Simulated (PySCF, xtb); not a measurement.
(E)-2-chloro-1,3,3-trifluoroprop-1-ene (C3H2ClF3), SMILES F/C=C(/Cl)C(F)F.

The structure is a stationary point at B3LYP-D3(BJ)/def2-SVP. One conformer was computed; it need not be the lowest.

The numbers are results of C-PCM-M06-2X/def2-SVP run with PySCF 2.14.0, not measurements.

The values are the electrostatic part of the solvation free energy, E(continuum) − E(gas) at the gas-phase geometry, in a cavity of scaled van der Waals radii (PySCF's table); cavitation and dispersion terms are not included. In vacuum the orbital gap is 9.30 eV. The dipole moment in vacuum is 2.01 D.

```tsv
solvent	ε	ΔG(elec) (kcal/mol)	dipole (D)	gap (eV)
water	78.36	-4.1	2.41	9.36
ethylethanoate	5.99	-3.4	2.33	9.35
ethanol	24.85	-4.0	2.39	9.36
```

For comparison, GFN2-xTB/ALPB(water) (xtb, at the GFN2-xTB geometry, all terms of that model) gives -2.5 kcal/mol.
